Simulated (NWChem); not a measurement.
Everything below was run with NWChem. System: ClLi, charge 0, spin multiplicity 1, at a geometry optimised with PBE0/def2-SVP. The structure started from a generated list of species. Level: PBE/def2-QZVP.

NWChem printed:

```
             Northwest Computational Chemistry Package (NWChem) 7.3.0
             --------------------------------------------------------

                                NWChem Input Module
                                -------------------

 Scaling coordinates for geometry "geometry" by  1.889725989
 (inverse scale =  0.529177249)

 Turning off AUTOSYM since
 SYMMETRY directive was detected!

                             Geometry "geometry" -> ""
                             -------------------------

 Output coordinates in angstroms (scale by  1.889725989 to convert to a.u.)

  No.       Tag          Charge          X              Y              Z
 ---- ---------------- ---------- -------------- -------------- --------------
    1 Li                   3.0000     0.00000000     0.00000000    -1.70316400
    2 Cl                  17.0000     0.00000000     0.00000000     0.30055800

 Effective nuclear repulsion energy (a.u.)      13.4689541259

            Nuclear Dipole moment (a.u.)
            ----------------------------
        X                 Y               Z
 ---------------- ---------------- ----------------
     0.0000000000     0.0000000000    -0.0000113384

      Symmetry information
      --------------------

 Group name             C2v
 Group number             16
 Group order               4
 No. of unique centers     2

      Symmetry unique atoms

     1    2


 Summary of "ao basis" -> "" (spherical)
 ------------------------------------------------------------------------------
       Tag                 Description            Shells   Functions and Types
 ---------------- ------------------------------  ------  ---------------------
 *                         def2-qzvp                  on all atoms

  pbe96 is a nonlocal functional; adding pw91lda local functional.

                                 NWChem DFT Module
                                 -----------------

 Summary of "ao basis" -> "ao basis" (spherical)
 ------------------------------------------------------------------------------
       Tag                 Description            Shells   Functions and Types
 ---------------- ------------------------------  ------  ---------------------
 Li                        def2-qzvp                13       35   6s4p2d1f
 Cl                        def2-qzvp                22       70   9s6p4d2f1g

 Summary of "ao basis" -> "ao basis" (spherical)
 ------------------------------------------------------------------------------
       Tag                 Description            Shells   Functions and Types
 ---------------- ------------------------------  ------  ---------------------
 Li                        def2-qzvp                13       35   6s4p2d1f
 Cl                        def2-qzvp                22       70   9s6p4d2f1g

      Symmetry analysis of basis
      --------------------------

        a1         46
        a2         11
        b1         24
        b2         24

            General Information
            -------------------
          SCF calculation type: DFT
          Wavefunction type:  closed shell.
          No. of atoms     :     2
          No. of electrons :    20
           Alpha electrons :    10
            Beta electrons :    10
          Charge           :     0
          Spin multiplicity:     1
          Use of symmetry is: on ; symmetry adaption is: on
          Maximum number of iterations: 100
          AO basis - number of functions:   105
                     number of shells:    35
          Convergence on energy requested:  1.00D-06
          Convergence on density requested:  1.00D-05
          Convergence on gradient requested:  5.00D-04

              XC Information
              --------------
          PerdewBurkeErnzerhof Exchange Functional  1.000
            Perdew 1991 LDA Correlation Functional  1.000 local
           PerdewBurkeErnz. Correlation Functional  1.000 non-local

             Grid Information
             ----------------
          Grid used for XC integration:  medium
          Radial quadrature: Mura-Knowles
          Angular quadrature: Lebedev.
          Tag              B.-S. Rad. Rad. Pts. Rad. Cut. Ang. Pts.
          ---              ---------- --------- --------- ---------
[...]
   convergence    iter        energy       DeltaE   RMS-Dens  Diis-err    time
 ---------------- ----- ----------------- --------- --------- ---------  ------
 d= 0,ls=0.0,diis     1   -467.5689734794 -4.81D+02  1.03D-02  2.73D+00     4.4

 !! scf_movecs_sym_adapt:   20 vectors were symmetry contaminated

  Symmetry fudging

 !! scf_movecs_sym_adapt:   12 vectors were symmetry contaminated

 d= 0,ls=0.0,diis     2   -467.5349084479  3.41D-02  6.77D-03  5.52D-01     4.6

 !! scf_movecs_sym_adapt:   10 vectors were symmetry contaminated

  Symmetry fudging

 !! scf_movecs_sym_adapt:   10 vectors were symmetry contaminated

 d= 0,ls=0.0,diis     3   -467.5422988111 -7.39D-03  3.13D-03  5.82D-01     4.8

 !! scf_movecs_sym_adapt:   16 vectors were symmetry contaminated

  Symmetry fudging

 !! scf_movecs_sym_adapt:    8 vectors were symmetry contaminated

 d= 0,ls=0.0,diis     4   -467.6096300467 -6.73D-02  4.74D-04  4.52D-03     4.9

 !! scf_movecs_sym_adapt:   18 vectors were symmetry contaminated

  Symmetry fudging

 !! scf_movecs_sym_adapt:   10 vectors were symmetry contaminated

 d= 0,ls=0.0,diis     5   -467.6103696691 -7.40D-04  1.04D-04  4.24D-04     5.1

 !! scf_movecs_sym_adapt:   32 vectors were symmetry contaminated

  Symmetry fudging

 !! scf_movecs_sym_adapt:   28 vectors were symmetry contaminated

  Resetting Diis
 d= 0,ls=0.0,diis     6   -467.6104033960 -3.37D-05  3.57D-05  5.61D-05     5.3

 !! scf_movecs_sym_adapt:   48 vectors were symmetry contaminated

  Symmetry fudging

 !! scf_movecs_sym_adapt:   46 vectors were symmetry contaminated

 d= 0,ls=0.0,diis     7   -467.6104121407 -8.74D-06  5.09D-06  2.15D-07     5.4

 !! scf_movecs_sym_adapt:   48 vectors were symmetry contaminated

  Symmetry fudging

 !! scf_movecs_sym_adapt:   48 vectors were symmetry contaminated

 d= 0,ls=0.0,diis     8   -467.6104121267  1.39D-08  2.84D-06  3.38D-07     5.6

         Total DFT energy =     -467.610412126728
      One electron energy =     -673.835941906220
           Coulomb energy =      222.719291162973
    Exchange-Corr. energy =      -29.962715509346
 Nuclear repulsion energy =       13.468954125864

 Numeric. integr. density =       20.000000401407

     Total iterative time =      3.9s

                  Occupations of the irreducible representations
                  ----------------------------------------------

                     irrep           alpha         beta
                     --------     --------     --------
                     a1                6.0          6.0
                     a2                0.0          0.0
                     b1                2.0          2.0
                     b2                2.0          2.0

                       DFT Final Molecular Orbital Analysis
                       ------------------------------------

 Vector    8  Occ=2.000000D+00  E=-2.373543D-01  Symmetry=a1
              MO Center= -1.2D-15, -3.1D-15,  2.4D-01, r^2= 1.3D+00
   Bfn.  Coefficient  Atom+Function         Bfn.  Coefficient  Atom+Function
  ----- ------------  ---------------      ----- ------------  ---------------
    56      0.378158  2 Cl pz                59      0.355164  2 Cl pz
    47     -0.266735  2 Cl pz                62      0.176625  2 Cl pz
     4     -0.156068  1 Li s                  9     -0.150445  1 Li pz
    53      0.143374  2 Cl pz                44      0.127472  2 Cl s
     1      0.093214  1 Li s                 43      0.058512  2 Cl s

 Vector    9  Occ=2.000000D+00  E=-2.162045D-01  Symmetry=b2
              MO Center=  1.8D-29, -1.1D-14,  2.1D-01, r^2= 1.4D+00
   Bfn.  Coefficient  Atom+Function         Bfn.  Coefficient  Atom+Function
  ----- ------------  ---------------      ----- ------------  ---------------
    58      0.400196  2 Cl py                55      0.374614  2 Cl py
    46     -0.268645  2 Cl py                61      0.202648  2 Cl py
    52      0.147780  2 Cl py                 8      0.072689  1 Li py
    11      0.039037  1 Li py

 Vector   10  Occ=2.000000D+00  E=-2.162045D-01  Symmetry=b1
              MO Center=  3.3D-15, -7.9D-30,  2.1D-01, r^2= 1.4D+00
   Bfn.  Coefficient  Atom+Function         Bfn.  Coefficient  Atom+Function
  ----- ------------  ---------------      ----- ------------  ---------------
    57      0.400196  2 Cl px                54      0.374614  2 Cl px
    45     -0.268645  2 Cl px                60      0.202648  2 Cl px
    51      0.147780  2 Cl px                 7      0.072689  1 Li px
    10      0.039037  1 Li px

 Vector   11  Occ=0.000000D+00  E=-6.603710D-02  Symmetry=a1
              MO Center= -2.5D-14,  3.2D-14, -2.6D+00, r^2= 5.2D+00
   Bfn.  Coefficient  Atom+Function         Bfn.  Coefficient  Atom+Function
  ----- ------------  ---------------      ----- ------------  ---------------
     6      0.457282  1 Li s                  5      0.306767  1 Li s
     4      0.227198  1 Li s                  9     -0.207178  1 Li pz
    12     -0.204656  1 Li pz                 1     -0.129089  1 Li s
    15     -0.099233  1 Li pz                43     -0.095121  2 Cl s
    56      0.063961  2 Cl pz                 3     -0.062799  1 Li s

 Vector   12  Occ=0.000000D+00  E=-4.751260D-03  Symmetry=b1
              MO Center=  2.7D-14, -1.9D-29, -1.9D+00, r^2= 1.1D+01
   Bfn.  Coefficient  Atom+Function         Bfn.  Coefficient  Atom+Function
  ----- ------------  ---------------      ----- ------------  ---------------
    13      0.632918  1 Li px                10      0.359744  1 Li px
     7      0.236990  1 Li px                60     -0.189389  2 Cl px
    54     -0.120610  2 Cl px                57     -0.073478  2 Cl px
    45      0.069002  2 Cl px                27      0.050164  1 Li d  1
    51     -0.036042  2 Cl px                81      0.026695  2 Cl d  1

 Vector   13  Occ=0.000000D+00  E=-4.751260D-03  Symmetry=b2
              MO Center=  1.4D-29, -2.0D-14, -1.9D+00, r^2= 1.1D+01
   Bfn.  Coefficient  Atom+Function         Bfn.  Coefficient  Atom+Function
  ----- ------------  ---------------      ----- ------------  ---------------
    14      0.632918  1 Li py                11      0.359744  1 Li py
     8      0.236990  1 Li py                61     -0.189389  2 Cl py
    55     -0.120610  2 Cl py                58     -0.073478  2 Cl py
    46      0.069002  2 Cl py                25     -0.050164  1 Li d -1
    52     -0.036042  2 Cl py                79     -0.026695  2 Cl d -1

 center of mass
 --------------
 x =   0.00000000 y =   0.00000000 z =  -0.06477937

 moments of inertia (a.u.)
 ------------------
          83.782039721631           0.000000000000           0.000000000000
           0.000000000000          83.782039721631           0.000000000000
           0.000000000000           0.000000000000           0.000000000000

     Multipole analysis of the density
     ---------------------------------

     L   x y z        total         alpha         beta         nuclear
     -   - - -        -----         -----         ----         -------
     0   0 0 0     -0.000000    -10.000000    -10.000000     20.000000

     1   1 0 0     -0.000000     -0.000000     -0.000000      0.000000
     1   0 1 0     -0.000000     -0.000000     -0.000000      0.000000
     1   0 0 1     -2.641955     -1.320972     -1.320972     -0.000011

     2   2 0 0    -12.335209     -6.167604     -6.167604      0.000000
     2   1 1 0     -0.000000     -0.000000     -0.000000      0.000000
     2   1 0 1     -0.000000     -0.000000     -0.000000      0.000000
     2   0 2 0    -12.335209     -6.167604     -6.167604      0.000000
     2   0 1 1     -0.000000     -0.000000     -0.000000      0.000000
     2   0 0 2     -2.256813    -19.408684    -19.408684     36.560555

 Task  times  cpu:        5.6s     wall:        5.6s

 Total times  cpu:        5.6s     wall:        5.6s
```

Task: Write an NWChem input that would produce this output.

Result: This is not unique; one that fits is 
```
start mol
memory heap 200 mb stack 900 mb global 1100 mb
geometry units angstroms nocenter noautoz
  Li     0.000000     0.000000    -1.703164
  Cl     0.000000     0.000000     0.300558
  symmetry group C2v
end
basis spherical
  * library def2-qzvp
end
dft
  xc xpbe96 cpbe96
  semidirect memsize 60000000 filesize 0
  iterations 100
end
task dft energy
```
